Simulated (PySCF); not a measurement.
# Radial density of Ni+ (nickel, charge +1)

B3LYP, [Ar] 3d9, 2D determinant. All numbers are calculated (PySCF 2.14, scalar relativity by spin-free X2C-1e, in cc-pVDZ-DK (6s5p3d1f, 43 functions)).

```tsv
r (bohr)	4πr²ρ (e/bohr)	4πr²(ρα − ρβ)
0.000960	0.2571	0.0000
0.00161	0.6442	0.0000
0.00271	1.580	0.0000
0.00457	3.736	0.0000
0.00768	8.318	0.0001
0.0129	16.64	0.0002
0.0217	27.67	0.0003
0.0365	34.03	0.0005
0.0615	29.00	0.0020
0.103	28.88	0.0130
0.174	38.44	0.0829
0.293	22.29	0.3806
0.492	18.05	0.9077
0.828	17.25	0.8888
1.39	4.790	0.3491
2.34	0.7187	0.0526
3.94	0.06053	-0.0001
6.63	0.0006993	0.0000
```

Densities and radii are taken from the X2C orbitals without a picture-change correction, which distorts them close to the nucleus.
